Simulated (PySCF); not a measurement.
# Nuclear quadrupole coupling in `[SiH3]O[SiH2]O[SiH3]`

H₈O₂Si₃.
SMILES with atom numbers: `[SiH3:1][O:2][SiH2:3][O:4][SiH3:5]` (hydrogens: H6, H7, H8 on Si1; H9, H10 on Si3; H11, H12, H13 on Si5)

Cartesian coordinates in Å at the PBE0-D3(BJ)/def2-SVP level; atoms count from 1:
```xyz
13
H8O2Si3 angstrom
Si     2.0726   -0.1530    0.6985
O      1.3308   -0.1764   -0.7829
Si    -0.0381   -0.2556   -1.6988
O     -1.3794   -0.0371   -0.7643
Si    -2.0451    0.3674    0.6985
H      3.5109    0.1811    0.5020
H      1.4373    0.8790    1.5734
H      1.9538   -1.4860    1.3610
H      0.0209    0.8237   -2.7190
H     -0.1230   -1.5994   -2.3287
H     -3.4794   -0.0348    0.6935
H     -1.3316   -0.3466    1.8012
H     -1.9385    1.8387    0.9301
```

Field gradients from the PBE0/pcSseg-1 density (PySCF, non-relativistic), principal values in atomic units, ordered |Vxx| ≤ |Vyy| ≤ |Vzz|:

```csv
atom,Vxx,Vyy,Vzz
O2,-0.4553,-0.7027,1.1580
O4,-0.4472,-0.7059,1.1532
```

Task: Find the asymmetry η = (Vxx − Vyy)/Vzz and the couplings χ = eQV/h (234.96 MHz × Q in barn × V in au), with Q(17O) = −0.0256 b.

Result: 
```
atom      environment  nucleus     η  χzz (MHz)  χxx (MHz)  χyy (MHz)
  O2  siloxane oxygen      17O  0.21      -6.97       2.74       4.23
  O4  siloxane oxygen      17O  0.22      -6.94       2.69       4.25
```

Task: What is Vzz at O2 in SI units (1 au = 9.71736 × 10²¹ V/m²)?

Result: 1.1580 au = 11.253 × 10²¹ V/m².

Task: What couplings would deuterons (Q(2H) = 0.00286 b) have in place of the hydrogens, at this geometry?

Result: 
```
atom  bonded to  bond length (Å)  Vzz (au)     η  χzz (kHz)
  H6        Si1            1.490    0.1393  0.03         94
  H7        Si1            1.495    0.1360  0.05         91
  H8        Si1            1.493    0.1370  0.04         92
  H9        Si3            1.486    0.1388  0.00         93
 H10        Si3            1.487    0.1387  0.00         93
 H11        Si5            1.490    0.1394  0.03         94
 H12        Si5            1.495    0.1359  0.05         91
 H13        Si5            1.493    0.1370  0.04         92
```

Geometry: PBE0-D3(BJ)/def2-SVP, one conformer, isolated molecule. With a basis this small, the couplings can be 20 % off.
